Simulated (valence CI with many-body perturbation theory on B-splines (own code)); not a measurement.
## Valence orbitals of In³⁴⁺

Level of theory: valence CI with perturbative core correlation (CI+MBPT): five valence electrons over a frozen Dirac-Fock core [Ne], radial functions for each j: 9 s, 9 p, 8 d, 6 f, 3 g, 1 h, with the one-electron correlation potential Σ1, the two-electron term Σ2, the three-electron term Σ3, Breit, model QED; selected CI, second order for the rest (own B-spline code, finite nucleus).

No measured spectrum was set against this ion. As an estimate, large intervals hold to a few tenths of a per cent, small ones and those within an open d or f shell to about a per cent. Among the levels kept, up to 580 cm⁻¹ of a level comes from second order outside the variational space, and about a tenth of that is noise between levels of different J, which matters for small intervals.

These are the spectroscopic orbitals of the CI (the correlating ones are not listed), shaped by the core and the other valence electrons. h is the expectation value of the core's Dirac-Fock operator, without the valence repulsion; Σ1 is computed up to l = 3 at one energy for each symmetry, that of its lowest orbital but kept below the first core excitation, so for empty shells it is not the orbital's own correlation shift; Breit and QED include the response of the core.

| Orbital | h (hartree) | Σ1 (cm⁻¹) | Breit (cm⁻¹) | QED (cm⁻¹) | ⟨r⟩ (bohr) |
| --- | --- | --- | --- | --- | --- |
| 3s1/2 | -96.585 | -6289 | 10280 | 7735 | 0.3118 |
| 4s1/2 | -52.362 | -2044 | 3897 | 3011 | 0.5840 |
| 5s1/2 | -32.782 | -921 | 1843 | 1448 | 0.9448 |
| 6s1/2 | -22.442 | -500 | 1025 | 810 | 1.390 |
| 3p1/2 | -93.353 | -7940 | 16990 | -185 | 0.2979 |
| 4p1/2 | -51.008 | -2546 | 6503 | -65.6 | 0.5767 |
| 5p1/2 | -32.102 | -1158 | 3137 | -30.7 | 0.9428 |
| 6p1/2 | -22.053 | -631 | 1758 | -16.9 | 1.393 |
| 3p3/2 | -91.306 | -7393 | 10319 | 580 | 0.3055 |
| 4p3/2 | -50.179 | -2419 | 3908 | 230 | 0.5870 |
| 5p3/2 | -31.687 | -1109 | 1965 | 113 | 0.9558 |
| 6p3/2 | -21.816 | -607 | 1101 | 64.0 | 1.409 |
| 3d3/2 | -87.156 | -8944 | 7676 | -291 | 0.2660 |
| 4d3/2 | -48.573 | -2423 | 2709 | -99 | 0.5575 |
| 5d3/2 | -30.899 | -1070 | 1286 | -46.8 | 0.9335 |
| 3d5/2 | -86.696 | -8469 | 3598 | -29.1 | 0.2683 |
| 4d5/2 | -48.375 | -2290 | 1262 | 3.8 | 0.5603 |
| 5d5/2 | -30.797 | -1012 | 609 | 4.5 | 0.9369 |
| 4f5/2 | -47.496 | -1939 | 221 | -33.4 | 0.4953 |
| 5f5/2 | -30.355 | -952 | 152 | -18.3 | 0.8779 |
| 4f7/2 | -47.415 | -1895 | 48.5 | 9.3 | 0.4967 |
| 5f7/2 | -30.313 | -928 | 33.3 | 3.4 | 0.8795 |
| 5g7/2 | -30.185 |  | 4.0 | -6.8 | 0.7795 |
| 5g9/2 | -30.161 |  | 0.4 | 5.0 | 0.7804 |

Among the shells of the start configuration 3s2 3p3, Σ1 is largest in size for 3p1/2, where it is 0.039 % of h.

Lowest root of each symmetry, sizes in configuration state functions:

```csv
J,Parity,Roots,Reference,Variational,Second order,Change by selected CI (cm⁻¹),Change by second order (cm⁻¹)
1/2,even,8,44,39994,283785,-14763,-34
3/2,even,12,71,39998,744467,-18215,-168
5/2,even,10,74,39998,797459,-12611,-259
7/2,even,5,54,39999,766390,-20592,-253
9/2,even,2,34,36260,449046,-21250,-76
1/2,odd,3,67,39999,249941,-16370,-18
3/2,odd,7,110,39994,520162,-14941,-56
5/2,odd,5,114,39997,742420,-15972,-165
7/2,odd,2,93,39998,635625,-13180,-229
9/2,odd,2,57,38961,529823,-13245,-157
```
